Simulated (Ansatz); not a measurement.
`[OH][Zr]([OH])([Cl])[c]1ccccc1` + CH₃OH → `C[O][Zr]([OH])([Cl])[c]1ccccc1` + H₂O  (ligand exchange at a Zr–O bond)

Isolated molecules relaxed with PBE0-D4/def2-TZVP in Ansatz; ΔE leaves out vibrations. CCSD(T)/CBS adds triple-zeta CCSD(T) − MP2 to the extrapolated MP2 energy (def2 sets, frozen cores). This one scheme is used for every species. DFT in def2-TZVPP. Elements past krypton have def2 core potentials. For Zr outer-core shells are correlated without core-valence functions, which leaves a few kJ/mol of doubt a bond. Each species was taken in one conformer, which may not be the lowest.

| level | ΔE (eV) |
| --- | --- |
| revPBE | -0.11 |
| RPA@PBE/def2-TZVPP | -0.18 |

What does CCSD(T)/CBS give? (Estimate.)

Computed: -0.17 eV. The listed levels differ from it by 0.06, -0.01 eV.

Largest T1 diagnostic among the species: 0.015.

The D4 term adds −0.05 eV with B3LYP and −0.03 eV with PBE0; it sums over pairs of atoms, weighted by their polarisabilities, and B3LYP, whose exchange is more repulsive, gets the larger term. In def2-TZVPP, CCSD(T) changes the Hartree–Fock value by −0.10 eV (the triples alone add −0.02 eV) and MP2 by −0.12 eV.

B3LYP here is the variant with VWN-RPA as its local correlation; programs differ in this.
